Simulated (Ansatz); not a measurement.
A family of molecules: the atomisation energy (no zero-point term)

One atom is swapped for its congeners: C2H6S2Si `CS[Si]SC`; C2H6GeS2 `C[S][Ge][S]C`; C2H6S2Sn `C[S][Sn][S]C`. All are singlets with charge 0.

Shapes, held fixed at every level: PBE0-D4/def2-TZVP. Flexible molecules stand in one conformer, not always the lowest. Programs: Ansatz 0.2.0. Values in eV.

```csv
level,C2H6S2Si,C2H6GeS2,C2H6S2Sn
PBE-D4/def2-TZVPP,41.08,40.83,40.08
r2SCAN-D4/def2-TZVPP,40.35,40.13,39.35
B3LYP-D4/def2-TZVPP,40.13,39.86,39.18
wB97M-V/def2-TZVPP,40.42,39.97,39.22
CCSD(T)/def2-SVP,37.37,37.18,36.38
CCSD(T)/def2-TZVPP,38.95,38.74,38.00
```

At CCSD(T)/def2-TZVPP the atomisation energy falls at every step, from 38.95 to 38.00 eV. Every level shows the same order. For atoms past krypton def2 sets carry core potentials with scalar relativity. Relativity is left out for Ge unless named. Correlated rows may include outer-core shells of Ge, Sn, which these sets cover unevenly. Spin-orbit coupling, which grows down the group, is left out (summed over each molecule's free atoms 0.07, 0.18, 0.36 eV).
